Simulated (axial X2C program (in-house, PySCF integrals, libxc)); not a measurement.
**LiGa: cheaper levels and CCSD(T), 2c**

Computed with an in-house relativistic program for diatomic molecules. Two-component (2c) means X2C with spin–orbit coupling and atomic mean-field two-electron Coulomb and Gaunt terms. Basis: Ga dyall-cv3z [9s9p7d4f1g], Li dyall-cv3z [7s8p2d] (cores contracted in-house); Gaussian nuclei, density fitting, unrestricted open shells. Masses: Ga 68.926 u, Li 7.016 u.

State: Ω = 0 (closed shell); fragments Ga + Li.

| level | Re (Å) | ωe (cm⁻¹) | De (eV) |
| --- | --- | --- | --- |
| PBE0 | 2.864 | 280.4 | n/a |
| HF | 2.904 | 284.7 | n/a |
| MP2 | 2.841 | 289.1 | 0.680 |
| CCSD | 2.855 | 279.4 | 0.865 |
| PBE | 2.883 | 267.7 | n/a |

Correlated methods: 14 electrons correlated (number of frozen shells: Ga 3 s, 2 p; Li 1 s), 234 virtual spin orbitals or spinors in MP2, 90 natural virtuals in coupled cluster.

CCSD(T), same Hamiltonian and basis:

Re = 2.851 Å, ωe = 275.9 cm⁻¹; T1 = 0.015 (Lee–Taylor normalisation).

Problem. Give the differences from CCSD(T) in the columns below.

Solution. 

```json
{"level": "PBE0", "ΔRe (Å)": "0.013", "Δωe (cm⁻¹)": "4.5"}
{"level": "HF", "ΔRe (Å)": "0.053", "Δωe (cm⁻¹)": "8.8"}
{"level": "MP2", "ΔRe (Å)": "-0.010", "Δωe (cm⁻¹)": "13.2"}
{"level": "CCSD", "ΔRe (Å)": "0.004", "Δωe (cm⁻¹)": "3.5"}
{"level": "PBE", "ΔRe (Å)": "0.032", "Δωe (cm⁻¹)": "-8.2"}
```

The state is a single determinant with fixed occupations, the lowest that a limited PBE0 search found. The closed shell is kept restricted, so the energy runs too high when the bond is stretched far. De is counted from the lowest determinant-based energies of the atoms at the same level, without counterpoise correction. De is not given where an atomic determinant may have missed its ground term or J level, or where the truncated virtual space spoils (T). Coupled cluster ran in a truncated set of natural virtual spinors; the MP2 energy of the rest was added. (T) has no such correction and the atoms are truncated less, which lowers De at CCSD(T) by a hundredth of an eV or more. PBE0 can misorder states that lie within some tenths of an eV, so this need not be the ground state of the molecule. The nearest other 2c determinant of the search, Ω = 2, lies 0.21 eV up at the distance of the search. Without a current term, density functionals place determinants with orbital angular momentum somewhat too high.
